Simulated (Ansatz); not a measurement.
`[OH][SnH2][SiH2]Cl` + `CC(N)O` → `[CH3][SnH2][SiH2]Cl` + `NC(O)O`  (formal exchange of groups at the Sn–O bond)

Program: Ansatz. Geometries: PBE0-D4/def2-TZVP. ΔE: electronic, gas phase. CCSD(T)/CBS adds triple-zeta CCSD(T) − MP2 to the extrapolated MP2 energy (def2 sets, frozen cores). DFT in def2-TZVPP. B3LYP here is the variant with VWN-RPA as its local correlation; programs differ in this. def2 core potentials past Kr. For Sn outer-core shells are correlated without core-valence functions, which leaves a few kJ/mol of doubt a bond. One conformer a species, not always the lowest.

`[OH][SnH2][SiH2]Cl`:

Cartesian coordinates in Å:
```
O -0.717 -0.808 -2.020
Sn 0.679 0.032 -0.906
Si -0.221 0.240 1.499
Cl -0.393 -1.632 2.340
H -1.498 -0.261 -2.124
H 1.044 1.563 -1.587
H 1.984 -1.049 -1.059
H -1.567 0.869 1.503
H 0.688 1.046 2.354
```

`CC(N)O`:

Z-matrix (Å, degrees):
```
C
C 1 1.510
H 1 1.090 2 110.4
H 1 1.090 2 110.2 3 121.1
H 1 1.093 2 109.7 3 -119.0
N 2 1.435 1 110.4 3 -179.5
O 2 1.426 1 106.0 3 55.8
H 2 1.098 1 109.8 3 -61.9
H 6 1.012 2 112.1 1 175.4
H 6 1.013 2 110.5 1 -63.8
H 7 0.961 2 108.3 1 -175.5
```

`[CH3][SnH2][SiH2]Cl`:

Cartesian coordinates in Å:
```
C 1.164 0.910 -1.217
Sn 0.816 -0.415 0.430
Si -1.713 -0.669 0.783
Cl -2.559 1.220 0.754
H 2.232 1.101 -1.319
H 0.790 0.464 -2.138
H 0.645 1.852 -1.040
H 1.526 0.223 1.849
H 1.523 -1.943 0.117
H -2.358 -1.451 -0.303
H -2.067 -1.293 2.084
```

`NC(O)O`:

Cartesian coordinates in Å:
```
N 0.106 0.723 -0.919
C -0.225 -0.182 0.140
O 0.144 0.482 1.314
O 0.450 -1.385 -0.033
H -0.193 1.662 -0.691
H -0.328 0.433 -1.784
H -1.287 -0.471 0.189
H -0.026 -0.118 2.046
H 1.358 -1.144 -0.262
```

Problem. Is it downhill or uphill in electronic energy at CCSD(T)/CBS, and by how much? (An estimate is asked.)

Solution. The calculation gave: Uphill: ΔE = +29.6 kJ/mol.

Problem. What do these levels give: r2SCAN-D4, PBE0, B3LYP, MP2/def2-TZVPP, HF/def2-QZVPP, MP2/CBS(def2)? (An estimate is asked.)

Solution. Computed: r2SCAN-D4 26.6, PBE0 21.4, B3LYP 30.3, MP2/def2-TZVPP 24.8, HF/def2-QZVPP 29.6, MP2/CBS(def2) 31.6 kJ/mol.

Largest T1 diagnostic among the species: 0.013.

From PBE to PBE0 (25 % exact exchange), in def2-TZVPP and without D4, ΔE moves by −3.9 kJ/mol.
